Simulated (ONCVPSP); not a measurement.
## tellurium (Te), ONCV: configuration errors across variants

ONCVPSP 4.0.1 input, shortened (lines: element, Z, core and valence counts, functional; n l f; lmax; l rc ep ncon nbas qcut; lloc lpopt rc5 dvloc0; l nproj debl; icmod fcfact rcfact), PBE, scalar-relativistic:

```
  Te 52.00    8    3        4      upf
    1    0    2.00
    2    0    2.00
    2    1    6.00
    3    0    2.00
    3    1    6.00
    3    2   10.00
    4    0    2.00
    4    1    6.00
    4    2   10.00
    5    0    2.00
    5    1    4.00
    2
    0    1.80    0.00    4    8    3.10
    1    2.20    0.00    4    7    4.10
    2    1.00    0.00    4    9    8.50
    4    5    1.00    0.00
    0    2    1.60
    1    2    3.40
    2    2    0.50
    3    1.75    1.65
```

In the d channel the program set the typed energies aside and used -1.531, 0.250 Ha.

All-electron excitation energies from the reference (eV): (1) 4d10 5s2 5p3 9.729; (2) 4d10 5s2 5p2 27.654; (3) 4d10 5s2 5p1 54.552; (4) 4d9 5s2 5p5 38.256.

1 further variants failed, have other tests or too few solved ones, and are left out.

A true bound ghost makes a file unfit for plane-wave use even where its test errors are small: the radial tests pick states by their node count and pass the ghost by.

Errors AE − PS in meV (a dash: test not solved or not reliable):

```tsv
change	(1)	(2)	(3)	(4)	bound ghosts	GHOST(+) flags above zero
base	-4.8	-14	-22	-346	s, p	d
local potential polynomial inside 0.75 bohr (lpopt 5, dvloc0 6 Ha)	-2.6	-7.0	-11	-343	s, p	s, d
s: qcut 3.2; p: qcut 4.2; d: qcut 8.7	-4.1	-12	-19	-354	s, p	d
s: ncon 5, nbas 9	-4.8	-14	-22	-351	s, p	d
d: nbas 8	-4.8	-14	-22	-348	s, p	d
d: qcut 12.4	-4.8	-14	-23	-356	s, p	none
core correction Teter function, fcfact 7.5, rcfact 1.65	-5.4	-20	-50	-403	s, p	d
core correction Teter function, fcfact 1.75, rcfact 0.98	-4.8	-14	-18	-305	s, p	d
```

Question: Give the same row for: d: rc 1.06.

Answer: -4.8, -14, -22, -362; bound ghosts: s, p; GHOST(+) flags above zero: d.
